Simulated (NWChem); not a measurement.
# N-methylmethanimine (C₂H₅N); SMILES C=NC

```xyz
8

C     -0.1227     1.1358     0.0000
N      0.5391    -0.1374     0.0000
C     -0.1646    -1.1840     0.0000
H      0.2004     1.7141     0.8810
H      0.2004     1.7141    -0.8810
H     -1.2303     1.0752     0.0000
H     -1.2750    -1.1755     0.0000
H      0.3245    -2.1691     0.0000
```
Atoms are numbered in this order, from 1.

Program: NWChem. Pople sets run with spherical d functions. STO-3G and 3-21G are far too small for this property and stand as cheap habits. Structure relaxed at the PBE0/def2-SVP level. Field at 589 nm.

For level B3LYP/6-31G*:

| Quantity | Value |
|---|---|
| isotropic polarisability (bohr³) | 29.3 |
| anisotropy (bohr³) | 20.7 |

**Question.** Estimate the same quantities for level B3LYP/STO-3G.

**Answer.** The isotropic polarisability (bohr³) is 15.2. The anisotropy (bohr³) is 14.6.
